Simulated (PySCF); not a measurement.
## Cost of excited-state runs on SMILES O[SiH2]O/C=C\Cl, C$_{2}$H$_{5}$ClO$_{2}$Si

Molfile (atoms numbered from 1):
```
C2H5ClO2Si
     RDKit          3D

 11 10  0  0  0  0  0  0  0  0999 V2000
    1.6075   -1.9057   -0.5740 O   0  0  0  0  0  0  0  0  0  0  0  0
    1.6012   -0.3447   -0.1284 Si  0  0  0  0  0  4  0  0  0  0  0  0
    0.1151    0.1782    0.3099 O   0  0  0  0  0  0  0  0  0  0  0  0
   -1.0819   -0.4082    0.3761 C   0  0  0  0  0  0  0  0  0  0  0  0
   -2.1745    0.1938    0.8306 C   0  0  0  0  0  0  0  0  0  0  0  0
   -2.1629    1.8183    1.3973 Cl  0  0  0  0  0  0  0  0  0  0  0  0
    1.6563   -2.6361    0.0367 H   0  0  0  0  0  0  0  0  0  0  0  0
    2.4184   -0.0968    1.0500 H   0  0  0  0  0  0  0  0  0  0  0  0
    1.9397    0.3299   -1.3667 H   0  0  0  0  0  0  0  0  0  0  0  0
   -1.1442   -1.4338    0.0248 H   0  0  0  0  0  0  0  0  0  0  0  0
   -3.1314   -0.2954    0.8715 H   0  0  0  0  0  0  0  0  0  0  0  0
  1  2  1  0
  2  3  1  0
  3  4  1  0
  4  5  2  0
  5  6  1  0
  1  7  1  0
  2  8  1  0
  2  9  1  0
  4 10  1  0
  5 11  1  0
M  END
```

PySCF with density fitting, on 1 thread of an Arm Neoverse V2, shared host. Command: `OMP_NUM_THREADS=1 python excited_run.py task.json out`

(1) How long does this run take, and how much memory?
- magnetisability and related constants, PBE/pcSseg-1; writes grids

Results:

(1) 
| run | level | basis functions | wall time | peak memory (GiB) |
| --- | --- | --- | --- | --- |
| magnetisability and related constants | PBE/pcSseg-1 | 141 | 20 s | 0.52 |

Times from a shared host are rough.
